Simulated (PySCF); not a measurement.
A PySCF script (with the pyscf-properties extension) for the NMR shieldings of `C#Cc1cc(C)cc2c1COB2O`, C$_{10}$H$_{9}$BO$_{2}$, on a PBE0-D3(BJ)/def2-SVP geometry:

```python
import basis_set_exchange as bse
import numpy as np
from pyscf import gto, dft
from pyscf.prop import nmr

atoms = """
C    -0.105358    3.862033    0.495158
C     0.075621    2.679005    0.292038
C     0.256682    1.281440    0.061696
C     1.504453    0.756553   -0.311009
C     1.697923   -0.611638   -0.542833
C     3.058411   -1.132505   -0.909094
C     0.608135   -1.478939   -0.401013
C    -0.641964   -0.982932   -0.029164
C    -0.813139    0.385298    0.198289
C    -2.235926    0.680229    0.572434
O    -2.911383   -0.563411    0.572856
B    -2.056553   -1.584156    0.230145
O    -2.459248   -2.871952    0.158174
H    -0.259106    4.909856    0.675308
H     2.345533    1.445663   -0.422547
H     2.988054   -2.040173   -1.525529
H     3.642516   -0.385067   -1.465160
H     3.635459   -1.393688   -0.006276
H     0.741343   -2.549174   -0.584447
H    -2.314748    1.149171    1.568332
H    -2.715841    1.366138   -0.147172
H    -3.395081   -2.967302    0.367436
"""
names = dict.fromkeys(["C", "O", "B", "H"], "pcSseg-1")
basis = {el: gto.basis.parse(bse.get_basis(n, elements=[el], fmt="nwchem")) for el, n in names.items()}
mol = gto.M(atom=atoms, basis=basis, charge=0, verbose=0)
mf = dft.RKS(mol, xc="GGA_XC_KT2")
mf.grids.level = 2
mf.grids.alignment = dft.numint.BLKSIZE   # the property module wants whole blocks of grid points
mf.conv_tol = 1e-9
mf.kernel()

calc = nmr.RKS(mf)   # GIAO
sigma = calc.kernel()   # uncoupled for a functional without exact exchange
for i, s in enumerate(sigma):   # ppm
    print("%2d %-2s %9.2f" % (i, mol.atom_pure_symbol(i), np.trace(s) / 3))
```

Question: What are the results?

Answer: 
```
 0 C     101.38
 1 C     103.95
 2 C      73.59
 3 C      52.65
 4 C      51.59
 5 C     160.26
 6 C      56.96
 7 C      59.75
 8 C      32.15
 9 C     109.79
10 O     182.70
11 B      72.43
12 O     230.31
13 H      27.71
14 H      23.93
15 H      28.92
16 H      28.94
17 H      28.51
18 H      23.70
19 H      26.02
20 H      26.05
21 H      27.16
```

These numbers come from an equivalent density-fitted implementation of the same equations, which agrees with the script to about 0.01 ppm for H and up to a few tenths of a ppm for heavy atoms, so last digits may differ.

Question: Turn these shieldings into chemical shifts. δ = σ(ref) − σ, references computed at the same level: 13C (183.22 ppm), 1H (31.18 ppm) against TMS; 17O (330.66 ppm) against H2O; 11B (99.90 ppm) vs BF3·OEt2.

Answer: Averaging equivalent atoms: C 8: 151.1; C 4: 131.6; C 3: 130.6; C 6: 126.3; C 7: 123.5; C 2: 109.6; C 0: 81.8; C 1: 79.3; C 9: 73.4; C 5: 23.0; O 10: 148.0; O 12: 100.3; B 11: 27.5; H 18: 7.48; H 14: 7.25; H 19/20: 5.14; H 21: 4.02; H 13: 3.46; H 15/16/17: 2.39 ppm. Experimental scales use liquid or dissolved standards, which lie at an offset from isolated H2O (liquid H2O: subtract about 36 ppm).

Size and cost of the density-fitted run: 266 basis functions; peak memory 1.7 GiB.
